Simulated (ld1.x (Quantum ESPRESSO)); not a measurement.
**europium (Eu), ultrasoft: configuration errors across variants**

* Element: Eu (Z = 63)
* Generator: ld1.x (Quantum ESPRESSO) 7.5
* Type: ultrasoft
* Functional: PBE
* Relativity: fully relativistic
* Frozen core: [Kr] 4d10
* Valence charge: 17
* Reference configuration: 4f7 5s2 5p6 5d0 6s0 6p0 (charge +2)
* Partial waves: 5s (bound): rcut 1.75, rcutus 2.05 bohr; 6s (bound, empty): rcut 1.75, rcutus 2.05 bohr; 5p (bound): rcut 2.05, rcutus 2.35 bohr; 6p (bound, empty): rcut 2.05, rcutus 2.35 bohr; 5d (bound, empty): rcut 2.55, rcutus 3.55 bohr; 5d channel at 0.7 Ry: rcut 2.55, rcutus 3.55 bohr; 4f (bound): rcut 1.30, rcutus 1.60 bohr; 4f channel at 0.85 Ry: rcut 1.30, rcutus 1.60 bohr
* Local potential: all-electron potential smoothed inside 1.45 bohr (lloc = -2)
* Core correction: none
* Augmentation charge: PSQ, radius 1.35 bohr

Open shells are filled in proportion to 2j + 1 (rel_dist='average').

All-electron excitation energies from the reference (eV): (1) 4f7 5s2 5p6 5d0 6s2 6p0 -17.256; (2) 4f7 5s2 5p6 5d0 6s1 6p0 -11.235; (3) 4f6 5s2 5p6 5d0 6s0 6p0 24.332; (4) 4f7 5s2 5p6 5d0 6s1 6p1 -14.767.

The overlap operator is not positive definite (basis up to 400 Ry) in “waves 5d (bound): rcut 2.55, rcutus 3.10 bohr; 5d channel at 0.7 Ry: rcut 2.55, rcutus 3.10 bohr”. Such files are unfit for use, however small their errors in these radial tests.

Tests that are not counted but printed errors over 1 eV. “waves 5d (bound): rcut 2.55, rcutus 4.68 bohr; 5d channel at 0.7 Ry: rcut 2.55, rcutus 4.68 bohr”: 4f6 5s2 5p6 5d1 6s2 6p0 (solver errors, printed error -4.7 eV).

Errors AE − PS in meV (a dash: test not solved or not reliable):

| change | (1) | (2) | (3) | (4) | bound ghosts |
| --- | --- | --- | --- | --- | --- |
| base | +0.7 | +0.1 | +160 | +0.2 | none |
| waves 5d (bound): rcut 2.14, rcutus 2.26 bohr; 5d channel at 0.7 Ry: rcut 2.14, rcutus 2.26 bohr | +0.7 | +0.1 | +160 | +0.2 | none |
| waves 5d (bound): rcut 2.52, rcutus 2.68 bohr; 5d channel at 0.7 Ry: rcut 2.52, rcutus 2.68 bohr | +0.7 | +0.1 | +160 | +0.2 | none |
| waves 5d (bound): rcut 2.55, rcutus 3.10 bohr; 5d channel at 0.7 Ry: rcut 2.55, rcutus 3.10 bohr | +0.7 | +0.1 | +160 | +0.2 | not determined (overlap not positive) |
| waves 5d (bound): rcut 2.55, rcutus 3.80 bohr; 5d channel at 0.7 Ry: rcut 2.55, rcutus 3.80 bohr | +0.7 | +0.1 | +160 | +0.2 | none |
| waves 5d (bound): rcut 2.55, rcutus 4.30 bohr; 5d channel at 0.7 Ry: rcut 2.55, rcutus 4.30 bohr | +0.7 | +0.1 | +160 | +0.2 | none |
| waves 5d (bound): rcut 2.55, rcutus 4.68 bohr; 5d channel at 0.7 Ry: rcut 2.55, rcutus 4.68 bohr | +0.7 | +0.1 | +160 | +0.2 | none |
| waves 5d (bound): rcut 2.55, rcutus 4.92 bohr; 5d channel at 0.7 Ry: rcut 2.55, rcutus 4.92 bohr | +0.7 | +0.1 | +160 | +0.2 | none |
| waves 5d (bound): rcut 2.55, rcutus 5.36 bohr; 5d channel at 0.7 Ry: rcut 2.55, rcutus 5.36 bohr | +0.7 | +0.1 | +160 | +0.2 | none |

Problem. Give the same row for: waves 5d (bound): rcut 2.55, rcutus 3.38 bohr; 5d channel at 0.7 Ry: rcut 2.55, rcutus 3.38 bohr.

Solution. +0.7, +0.1, +160, +0.2; bound ghosts: none.
